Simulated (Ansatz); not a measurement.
PBE exchange is replaced step by step with exact exchange (0 % is PBE, 25 % PBE0; no dispersion term), basis def2-TZVP, Ansatz. System: MoN(NH2)3 (MoN4H6). Total charge 0; singlet. Geometry: PBE-D4/def2-SVP.

Geometry of the singlet:

Cartesian coordinates in Å:
```
Mo 0.1512 -0.0323 0.3033
N 0.8830 -0.1906 1.7723
N -1.2295 1.3292 0.5787
H -1.4173 1.8108 1.4621
H -1.8736 1.6650 -0.1455
N -0.5630 -1.8132 -0.0898
H -1.0824 -2.0617 -0.9387
H -0.4754 -2.6327 0.5171
N 1.5836 0.5293 -0.9086
H 1.4637 0.7159 -1.9101
H 2.5599 0.6802 -0.6408
```

In the def2 sets Mo takes a core potential; there is no spin–orbit coupling. The restricted singlet is unstable towards broken spin symmetry in Hartree–Fock (as tested in another run); at PBE with 5 % exact exchange/def2-TZVP, PBE with 10 % exact exchange/def2-TZVP, PBE with 15 % exact exchange/def2-TZVP, PBE0-D4/def2-TZVP and others this wasn't settled.

```csv
exact exchange (%),HOMO (eV),LUMO (eV),gap (eV)
5,-5.83,-1.47,4.36
10,-6.09,-1.31,4.78
15,-6.34,-1.15,5.19
25,-6.86,-0.82,6.04
35,-7.39,-0.49,6.90
50,-8.20,0.03,8.23
```

Fit a straight line to the column «gap (eV)» against the share of exact exchange and predict its value at 0 %.

With x = exact exchange (%) and y = gap (eV): mean x = 23.33, mean y = 5.917; Σ(x − x̄)(y − ȳ) = 123.1, Σ(x − x̄)² = 1433; slope b = 0.0859, intercept a = ȳ − b·x̄ = 3.913. The residuals of the fitted rows reach 0.02. At x = 0 the line gives 3.913 + (0.0859 × 0) = 3.91; the run gave 3.95, 0.04 more than the line.
